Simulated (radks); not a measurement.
Task: Species: Ti3+. Configuration: [Ar] 3d1 (the NIST ground configuration). Method: Dirac Kohn-Sham, PBE, spin-unpolarised, spherical densities, finite nucleus; open shells fill j = l - 1/2 first; Fermi nuclear charge, rms radius 3.5921 fm; computed with a radial shooting solver on a logarithmic mesh with Libxc functionals.

Spin-orbit splittings of the eigenvalues, e(l+1/2) - e(l-1/2), with zeta = 2 splitting/(2l+1) and mean radii in bohr:

shell  occ.  splitting (eV)  zeta (eV)  <r> j=l-1/2  <r> j=l+1/2
2p        6           5.770      3.847       0.2881       0.2907
3p        6          0.6909     0.4606        1.052        1.059
3d        1               ?          ?        1.262        1.264

Estimate the 3d splitting.

Result: 0.06319 eV (zeta = 0.02527 eV).
